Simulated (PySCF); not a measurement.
# Working out the ionisation energy of Ne⁺

Ne⁺ [He] 2s2 2p5 (2P) → Ne²⁺ [He] 2s2 2p4 (3P). All numbers are calculated (PySCF 2.14, the spin-free X2C one-electron Hamiltonian (Gaussian nucleus), in aug-cc-pVQZ-DK). Frozen: 1s2. Energies in hartree (1 hartree = 27.21139 eV):

| part | Ne⁺ (lower) | Ne²⁺ (upper) |
| --- | --- | --- |
| UHF | -127.959141 | -126.516774 |
| MP2 opposite-spin | -0.170260 | -0.123822 |
| MP2 same-spin | -0.051017 | -0.037826 |

**Question.** What does Hartree-Fock give?

**Answer.** (-126.516774) − (-127.959141) = 1.442367 hartree = 39.249 eV.

**Question.** What do MP2 and SCS-MP2 (6/5 opposite-spin, 1/3 same-spin) give?

**Answer.** The opposite-spin parts differ by 1.264 eV and the same-spin parts by 0.359 eV. MP2: 39.249 + (1.264) + (0.359) = 40.872 eV. SCS-MP2: 39.249 + 1.2 × (1.264) + (0.359)/3 = 40.885 eV.

A first-order spin-orbit estimate adds -0.005 eV to MP2 (valence), giving 40.867 eV against 40.963 eV (measured; NIST Atomic Spectra Database, ionization energies).

What remains against the reference includes basis incompleteness, the frozen core and correlation beyond second order.
